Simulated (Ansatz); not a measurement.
Several settings on one geometry of Al₄⁻ (the lowest doublet isomer of a short search) (that of the charge -1 doublet, PBE-D4/def2-TZVPD). Ansatz on 4 threads of Arm Neoverse N1 on a shared host; times are rough.

| atom | x (Å) | y (Å) | z (Å) |
| --- | --- | --- | --- |
| Al1 | -1.5825 | 0.2627 | 0.0213 |
| Al2 | 1.5825 | -0.2627 | -0.0213 |
| Al3 | -0.3281 | -1.9771 | 0.0445 |
| Al4 | 0.3281 | 1.9771 | -0.0444 |

Totals from different functionals, basis sets or treatments of relativity can't be compared as stabilities.

The 6-31G sets use Cartesian d functions.

The spins typed aren't always the lowest for that charge.

Give the basis size and estimate the energy, ⟨S²⟩ and time of these runs.

```
run                          method  charge    state                                                                                                         further keys
  1  UKS r2SCANh-D3(BJ)/def2-mTZVPP      -1  doublet           final_grid: {core_spheres: 8, valence_spheres: 7, degree: 23}; scf: {omitted_lower_state_checks: [starts]}
  2   RKS PBEsol-D3(BJ)/def2-mTZVPP       0  singlet                                                                         scf: {lower_state_search: off}; forces asked
  3             UKS ωB97X/6-31++G**      -1  doublet  point_charges: [{charge: 2.00, position_ang: [5.616, -0.277, 0.215]}]; scf: {lower_state_search: off}; forces asked
```


```json
{"run": "1", "functions": "88", "energy (Eh)": "-969.6134", "⟨S²⟩": "0.78", "wall time": "5.5 s"}
{"run": "2", "functions": "88", "energy (Eh)": "-967.1847", "⟨S²⟩": "–", "wall time": "0.9 s"}
{"run": "3", "functions": "92", "energy (Eh)": "-970.0466", "⟨S²⟩": "1.19", "wall time": "21 s"}
```

The highest occupied level of an anion often lies above zero with these methods, and sets without diffuse functions describe the outer electron poorly. A triplet lies near this restricted singlet, and broken spin symmetry wasn't tried. At UKS ωB97X/6-31++G** the charge -1 doublet is spin-contaminated (final ⟨S²⟩ up to 1.19, 0.75 for a pure state).
